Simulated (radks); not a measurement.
The mean radii <r> (bohr) of the occupied orbitals of an atom or ion are listed with their occupations. Calculated with a radial shooting solver on a logarithmic mesh with Libxc functionals: Dirac Kohn-Sham, relativistic LDA (MacDonald-Vosko exchange, VWN5 correlation), spin-unpolarised, spherical densities, finite nucleus; Fermi nuclear charge, rms radius of each element as measured or else 0.836 A^(1/3) + 0.57 fm.

orbital  occ.      <r>
1s1/2       2  0.01613
2s1/2       2  0.06717
2p1/2       2  0.05508
2p3/2       4  0.06392
3s1/2       2   0.1727
3p1/2       2   0.1629
3p3/2       4   0.1783
3d3/2       4   0.1544
3d5/2       6   0.1591
4s1/2       2   0.3499
4p1/2       2   0.3456
4p3/2       4   0.3686
4d3/2       2   0.3558

Name the element and its charge. Open shells, if any, fill j = l - 1/2 first.

Answer. Z = 82, lead, charge +44: Pb44+ in [Kr] 4d2. The 1s radius gives Z: for a bare nucleus <r> = (2 gamma + 1)/(2Z) with gamma = sqrt(1 - (Z/c)^2), 0.01587 bohr for Z = 82, and screening makes it slightly larger (0.01613 here). The occupations add up to 38, and the charge is Z minus that.
